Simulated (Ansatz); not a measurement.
Geometry optimisation, RKS PBE/def2-SVP in Ansatz 0.2.0.

Input:

```yaml
crystal:
  periodic: [false, false, false]
  atoms:
    - { symbol: B, position_ang: [-0.008729, -0.142404, 0.246263] }
    - { symbol: "N", position_ang: [0.015299, -0.262528, 1.724709] }
    - { symbol: H, position_ang: [-0.785827, -0.644459, 2.225408] }
    - { symbol: H, position_ang: [0.902312, -0.291231, 2.22579] }
    - { symbol: Cl, position_ang: [1.513058, 0.10478, -0.612103] }
    - { symbol: Cl, position_ang: [-1.512209, -0.496123, -0.607997] }
    - { symbol: F, position_ang: [-0.485945, 2.332427, 0.454571] }
    - { symbol: H, position_ang: [-0.44156, 1.894638, 1.27706] }
basis:
  gaussian: { orbitals: def2-SVP }
hamiltonian:
  xc: pbe
relax:
  f_tol: 0.03
  max_steps: 50
output:
  orbitals: {}
```

Launched with:

```bash
$ ansatz run input.yaml --threads 2 --pin off --max-ram 3072MiB --backend cpu --events-out ev --progress --plain --runs-dir out
```

Q: Where does it end, and by what steps?

A: It converged. After 8 steps the energy has fallen by 0.213 eV; F7 moved furthest, 0.45 Å.

| step | energy less start (eV) | largest force component (eV/Å) | accepted |
| --- | --- | --- | --- |
| 0 | 0.0000 | 2.194 | yes |
| 1 | -0.1236 | 1.159 | yes |
| 2 | -0.1130 | 1.776 | no |
| 3 | -0.1865 | 0.596 | yes |
| 4 | -0.2074 | 0.131 | yes |
| 5 | -0.2096 | 0.196 | yes |
| 6 | -0.2126 | 0.084 | yes |
| 7 | -0.2130 | 0.057 | yes |
| 8 | -0.2130 | 0.025 | yes |

```xyz
8
Properties=species:S:1:pos:R:3
B 0.016 -0.269 0.192
N -0.015 -0.116 1.606
H -0.827 -0.428 2.143
H 0.855 -0.090 2.143
Cl 1.544 -0.077 -0.668
Cl -1.467 -0.681 -0.668
F -0.538 2.491 0.872
H -0.372 1.666 1.312
```

Run time: 16 s on 2 threads of AMD EPYC 7R43 64-Core Processor (Zen 3), with other jobs on the host, peak memory 0.16 GiB.
